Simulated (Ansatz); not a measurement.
C2H6N (SMILES C=[NH+]C), charge +1, singlet, geometry from GFN2-xTB, atoms displaced at random by about 0.02 Å a coordinate; Ansatz (an electronic-structure program) with PBE0/STO-3G.

Ansatz was given this input:
Ansatz 0.2 input:
```yaml
crystal:
  periodic: [false, false, false]
  atoms:
    - {symbol: C, position_ang: [1.17927707, 0.21773543, -0.27119127]}
    - {symbol: N, position_ang: [0.17388774, -0.27126441, 0.31583640]}
    - {symbol: C, position_ang: [-1.22699635, 0.06064350, -0.06320630]}
    - {symbol: H, position_ang: [1.13709714, 0.93810590, -1.06103521]}
    - {symbol: H, position_ang: [2.19559714, -0.10834003, 0.03547725]}
    - {symbol: H, position_ang: [0.24951521, -0.89638029, 1.08338902]}
    - {symbol: H, position_ang: [-1.71651941, 0.45998003, 0.80123681]}
    - {symbol: H, position_ang: [-1.23497254, 0.81413139, -0.87925933]}
    - {symbol: H, position_ang: [-1.75257942, -0.86598458, -0.32732932]}
basis:
  gaussian:
    orbitals: STO-3G
hamiltonian:
  xc: pbe0
total_charge: 1
relax: {f_tol: 0.1}
```

What the program printed (banner, timings and long lists left out):

```
Functional definition: PBE0
312 factors; integrals over basis functions are off by at most 1.1e-5 eV
mean field evaluation 1: about -3605.1225 eV, gradient 1.5e1 eV
mean field evaluation 2: about -3604.3514 eV, gradient 2.4e1 eV
mean field evaluation 4: about -3605.7837 eV, gradient 4.6e-1 eV
mean field evaluation 8: about -3605.7274 eV, gradient 6.2e-3 eV
mean field -3605.72739586 eV, -132.5080377482 hartree, gradient 2.3e-5 eV, S^2 0.000000; 0 other end points of the search recorded, 0 dependent functions left out
the calculation of the forces begins
reference -3605.72741335 eV, -132.5080383909 hartree; 12, 12 occupied and 9, 9 virtual orbitals, 312 factors
relax step   1: F+E_penalty+E_count = -3605.72739586 eV  Δ(F+E_penalty+E_count) = +0.000e0 eV  max|allowed force component| = 4.336e0 eV/Å  Δτ_max = 0.0000 Å  (19 SCF iters, accepted)
these checks for a lower state are left out or cut short: starts, cluster_reference, orbital_swaps, neighbouring_geometries, increment
312 factors; integrals over basis functions are off by at most 1.1e-5 eV
mean field evaluation 16: about -3606.0489 eV, gradient 1.3e-4 eV
mean field -3606.04891732 eV, -132.5198534438 hartree, gradient 6.0e-6 eV, S^2 0.000000; 0 other end points of the search recorded, 0 dependent functions left out
the calculation of the forces begins
reference -3606.04893507 eV, -132.5198540961 hartree; 12, 12 occupied and 9, 9 virtual orbitals, 312 factors
relax step   2: F+E_penalty+E_count = -3606.04891732 eV  Δ(F+E_penalty+E_count) = -3.215e-1 eV  max|allowed force component| = 1.003e0 eV/Å  Δτ_max = 0.0952 Å  (26 SCF iters, accepted)
these checks for a lower state are left out or cut short: starts, cluster_reference, orbital_swaps, neighbouring_geometries, increment
312 factors; integrals over basis functions are off by at most 1.1e-5 eV
mean field -3606.05576205 eV, -132.5201049830 hartree, gradient 5.9e-6 eV, S^2 0.000000; 0 other end points of the search recorded, 0 dependent functions left out
the calculation of the forces begins
reference -3606.05577982 eV, -132.5201056359 hartree; 12, 12 occupied and 9, 9 virtual orbitals, 312 factors
relax step   3: F+E_penalty+E_count = -3606.05576205 eV  Δ(F+E_penalty+E_count) = -6.845e-3 eV  max|allowed force component| = 4.034e-1 eV/Å  Δτ_max = 0.1267 Å  (26 SCF iters, accepted)
these checks for a lower state are left out or cut short: starts, cluster_reference, orbital_swaps, neighbouring_geometries, increment
[...]
relax step   4: F+E_penalty+E_count = -3606.07013524 eV  Δ(F+E_penalty+E_count) = -1.437e-2 eV  max|allowed force component| = 4.977e-1 eV/Å  Δτ_max = 0.0782 Å  (26 SCF iters, accepted)
[...]
the calculation of the forces begins
reference -3606.07754971 eV, -132.5209056648 hartree; 12, 12 occupied and 9, 9 virtual orbitals, 312 factors
relax step   5: F+E_penalty+E_count = -3606.07753200 eV  Δ(F+E_penalty+E_count) = -7.397e-3 eV  max|allowed force component| = 1.185e-1 eV/Å  Δτ_max = 0.0347 Å  (26 SCF iters, accepted)
these checks for a lower state are left out or cut short: starts, cluster_reference, orbital_swaps, neighbouring_geometries, increment
312 factors; integrals over basis functions are off by at most 1.0e-5 eV
mean field -3606.07905572 eV, -132.5209610095 hartree, gradient 5.8e-6 eV, S^2 0.000000; 0 other end points of the search recorded, 0 dependent functions left out
the calculation of the forces begins
reference -3606.07907346 eV, -132.5209616613 hartree; 12, 12 occupied and 9, 9 virtual orbitals, 312 factors
relax step   6: F+E_penalty+E_count = -3606.07905572 eV  Δ(F+E_penalty+E_count) = -1.524e-3 eV  max|allowed force component| = 6.323e-2 eV/Å  Δτ_max = 0.0179 Å  (26 SCF iters, accepted)
312 factors; integrals over basis functions are off by at most 1.0e-5 eV
mean field -3606.07905572 eV, -132.5209610095 hartree, gradient 5.8e-6 eV, S^2 0.000000; 1 other end points of the search recorded, 0 dependent functions left out
the calculation of the forces begins
reference -3606.07907346 eV, -132.5209616613 hartree; 12, 12 occupied and 9, 9 virtual orbitals, 312 factors
Total energy: -3606.07907346 eV, -132.5209616613 hartree
Atom 0 at     1.232587     0.219036    -0.272219 Å, force    -0.031602    -0.000654     0.009364 eV/Å
Atom 1 at     0.158512    -0.266259     0.305525 Å, force     0.047370    -0.010897     0.007320 eV/Å
Atom 2 at    -1.261678     0.072983    -0.059709 Å, force    -0.063232     0.006165    -0.000462 eV/Å
Atom 3 at     1.122916     0.945805    -1.104526 Å, force     0.008078     0.004171    -0.009548 eV/Å
Atom 4 at     2.238847    -0.098517     0.074680 Å, force     0.007232    -0.004092     0.004188 eV/Å
Atom 5 at     0.284823    -0.957550     1.098171 Å, force    -0.007242     0.008859    -0.011868 eV/Å
Atom 6 at    -1.749762     0.500882     0.836160 Å, force     0.013700    -0.001767     0.000061 eV/Å
Atom 7 at    -1.251949     0.796769    -0.890227 Å, force     0.011716    -0.000329    -0.000347 eV/Å
Atom 8 at    -1.769990    -0.864521    -0.353938 Å, force     0.013981    -0.001456     0.001292 eV/Å
Dipole moment:     0.298290    -0.097062     0.106265 e Å
```
